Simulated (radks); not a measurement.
Values are calculated unless marked as measured or tabulated.
Question: Neutral strontium, [Kr] 5s2. Level of theory: non-relativistic Kohn-Sham, r2SCAN, spin-polarised, spherical densities, point nucleus; meta-GGA in the generalised Kohn-Sham scheme (a radial shooting solver on a logarithmic mesh with Libxc functionals). Every spin shell is full or empty, so the densities are truly spherical. Functionals are evaluated on that one density, not self-consistently. Rank these exchange functionals by their error against the exact value of the orbitals, and give that value: LDA, WC, SOGGA, B86b, EV93, APBE, revTPSS, SCAN, r2SCAN, MS2, Tao-Mo.

Answer: Exact: -101.907 hartree. From best to worst, with 100 (|E| - |E exact|)/|E exact| (equal figures are ties): B86b +0.04, r2SCAN -0.05, EV93 -0.08, SCAN +0.23, APBE +0.40, MS2 -0.46, Tao-Mo -0.70, revTPSS -0.85, WC -0.97, SOGGA -2.52, LDA -5.45.
